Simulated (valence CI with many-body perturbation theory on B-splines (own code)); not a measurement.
## Sensitivity of CI+MBPT for Tm38+

Calculated by configuration interaction combined with many-body perturbation theory (CI+MBPT): three valence electrons over a frozen Dirac-Fock core [Ar] 3d10, a basis of 6 s, 6 p, 5 d, 3 f, 1 g functions for each j, with the one-electron correlation potential Σ1 (screened to all orders), the two-electron term Σ2, the three-electron term Σ3, Breit, model QED; selected single and double excitations, second order for the rest, scaled by the run's own slope (own B-spline code, finite nucleus).

No measured spectrum was set against this ion. As an estimate, large intervals hold to a few tenths of a per cent, small ones and those within an open d or f shell to about a per cent.

The reference run has the lowest level (4s^2 4p1/2) J=1/2 and an ionisation energy of 1762.21 eV. Its largest variational space holds 2822 state functions.

Levels are named by their leading jj configuration (3d3/2^4 stands for four electrons in 3d with j = 3/2), which in mixed levels can hold well under half, so a name can repeat and another be missing. Letters in brackets count levels of one name in rising energy.

Changed runs:
A. highest l with Σ1, explicit Σ2 and valence Breit (higher l get mean screening factors) 3 → 2
B. cutoff of virtual states (hartree) 9522 → 5580; scale of Σ1 1 → 0; scale of Σ2 1 → 0; three-electron term on → off
C. scale of Σ1 1 → 0; scale of Σ2 1 → 0; three-electron term on → off
D. Davidson iteration limit 60 → 1 (bad on purpose)

Excitation energies of the reference run in cm⁻¹, and shifts in cm⁻¹:

```
                     Level  Reference        A      B      C     D
        (4s^2 4p3/2) J=3/2     543992     -5.3  -2468  -2468  +0.6
        (4s 4p1/2^2) J=1/2     679281     +3.8   -350   -350  +0.5
(4s 4p1/2 4p3/2) J=3/2 [a]    1131700      -38  -5609  -5609  +5.8
    (4s 4p1/2 4p3/2) J=5/2    1191400      -17  -3788  -3787   +10
(4s 4p1/2 4p3/2) J=3/2 [b]    1277700     +1.3    -38    -38  +6.1
    (4s 4p1/2 4p3/2) J=1/2    1299790     +9.2  +4125  +4125  +1.6
        (4s 4p3/2^2) J=5/2    1685750     -3.9  -6760  -6760  +7.8
        (4s^2 4d3/2) J=3/2    1691160     +244  +4721  +4721  +7.6
        (4s^2 4d5/2) J=5/2    1840430     +258  +4953  +4953   +10
        (4s 4p3/2^2) J=1/2    1844170      +52  -1202  -1202  +1.7
        (4s 4p3/2^2) J=3/2    1875840      +49  +3613  +3613   +10
     (4p1/2^2 4p3/2) J=3/2    1964270     +6.3  +2279  +2279  +2.6
    Ionisation energy (eV)    1762.21  -0.0037  -1.65  -1.65     0
```

Run D: The Davidson iterations stopped at their limit.
